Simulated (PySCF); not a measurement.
**State search for BeBr**

Unrestricted PBE0; Be def2-TZVP, Br def2-TZVP; no relativity (PySCF 2.14). Outer shells of the fragments: Be 2s2; Br 3d10 4s2 4p5.

Followed along the bond (rough minima from three points):

```
2Ms+1   unpaired  ⟨S²⟩ at the start  R at minimum (Å)  Te (eV)
    2        σ ↑               0.75              1.97     0.00
    4  σ ↑, π ↑↑               3.75  none in the scan   ≤ 5.59
```

Solutions found at the starting distance of 2.075 Å, counted from the lowest of them; the search is not exhaustive and high or unbound solutions are not listed, so other states can lie among these:

```csv
2Ms+1,unpaired,term,E (eV),⟨S²⟩,⟨Lz²⟩,μ (D)
2,σ ↑,²Σ⁺,0.00,0.75,0.00,-1.26
2,π ↑,²Π,3.04,0.77,1.00,-3.35
2,π ↑,²Π,4.91,0.75,1.01,5.29
4,"σ ↑, π ↑↑",mixed,5.71,3.75,2.01,3.91
4,"σ ↑, π ↑↑",mixed,5.93,3.75,2.01,3.99
4,"σ ↑↑, π ↑",⁴Π,7.18,3.76,1.00,3.48
4,"σ ↑↑, π ↑",⁴Π,8.21,3.75,1.01,0.97
4,σ ↑↑↑,⁴Σ⁺,9.80,3.76,0.00,1.11
```

A term symbol is given only where ⟨S²⟩ and ⟨Lz²⟩ are close to those of a pure state; real π, δ and φ orbitals otherwise mix terms. A positive dipole means Be(−)Br(+).

Spin–orbit coupling is left out. Counting both spins, an empty level lies below a filled one in some of these solutions, because spin and occupation are held.
